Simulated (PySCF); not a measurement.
B3LYP has the VWN-RPA correlation part, as in Gaussian. 

CHNS, SMILES `N=C=S` (charge 0, multiplicity 1)

The numbers are results of B3LYP-D3(BJ)/def2-TZVP (PySCF), not measurements.

- HOMO = -7.33 eV
- dipole moment = 0.408 e·Å
- HOMO–LUMO gap = 5.98 eV
- LUMO = -1.35 eV
- total energy = -491.7124 Ha
- cost = about 10 core-seconds (a rough figure)

```xyz
4

N     -0.7750    -0.3091    -0.0105
C      0.4005    -0.0691    -0.0022
S      1.9599     0.0938     0.0037
H     -1.5855     0.2844     0.0090
```
Charge 0, spin multiplicity 1.
